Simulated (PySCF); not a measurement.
**How far are cheaper levels from CCSD(T)/CBS for SbTe?**

PySCF; the state is a doublet (π ↑). The composite is CCSD(T) extrapolated to the basis-set limit from two correlation-consistent sets, with core-valence (CV) and scalar-relativistic (SR) terms as its label shows; it has no spin–orbit coupling and nothing beyond (T). Here it is CCSD(T)/CBS(DT). It gives Re = 2.553 Å, ωe = 255 cm⁻¹ and De = 2.58 eV to Sb + Te.

| level | basis | relativity | Re (Å) | ωe (cm⁻¹) | De (eV) |
| --- | --- | --- | --- | --- | --- |
| UHF-CCSD | cc-pVDZ-PP | scalar-relativistic core potentials | 2.575 | 255 | 1.70 |
| UHF-CCSD(T) | cc-pVDZ-PP | scalar-relativistic core potentials | 2.598 | 239 | 1.98 |
| PBE | cc-pVDZ-PP | scalar-relativistic core potentials | 2.575 | 253 | 3.02 |
| PBE | def2-SVP | scalar-relativistic core potentials | 2.576 | 253 | 3.03 |
| PBE | def2-TZVPPD | scalar-relativistic core potentials | 2.557 | 253 | 3.10 |
| TPSS | cc-pVDZ-PP | scalar-relativistic core potentials | 2.566 | 256 | 2.91 |
| TPSS | def2-SVP | scalar-relativistic core potentials | 2.566 | 257 | 2.92 |
| B97-3 | cc-pVDZ-PP | scalar-relativistic core potentials | 2.555 | 259 | 2.59 |
| B97-3 | def2-SVP | scalar-relativistic core potentials | 2.555 | 260 | 2.61 |
| B97-3 | def2-TZVPPD | scalar-relativistic core potentials | 2.537 | 262 | 2.68 |

Task: Give the difference of each row from the composite.

Result: 

```
      level        basis  ΔRe (pm)  Δωe (%)  ΔDe (eV)
   UHF-CCSD   cc-pVDZ-PP      +2.2     +0.0     -0.88
UHF-CCSD(T)   cc-pVDZ-PP      +4.5     -6.3     -0.60
        PBE   cc-pVDZ-PP      +2.2     -0.8     +0.44
        PBE     def2-SVP      +2.3     -0.8     +0.45
        PBE  def2-TZVPPD      +0.4     -0.8     +0.52
       TPSS   cc-pVDZ-PP      +1.3     +0.4     +0.33
       TPSS     def2-SVP      +1.3     +0.8     +0.34
      B97-3   cc-pVDZ-PP      +0.2     +1.6     +0.01
      B97-3     def2-SVP      +0.2     +2.0     +0.03
      B97-3  def2-TZVPPD      -1.6     +2.7     +0.10
```

Task: Which rows come closest in De?

Result: B97-3 in cc-pVDZ-PP (+0.01 eV), counted from the composite.

Correlated steps freeze the inner cores (8 to 13 orbitals); shallow outer-core shells are correlated. Correlated levels converge slowly with the basis: in double zeta they bind strong bonds too weakly, by up to about 1 eV, and carry superposition errors of some tenths. These are scalar-relativistic numbers at best; spin–orbit coupling would shift them, the dissociation energy most. The state is the lowest determinant that a PBE0 search found; another state may lie lower at other levels.
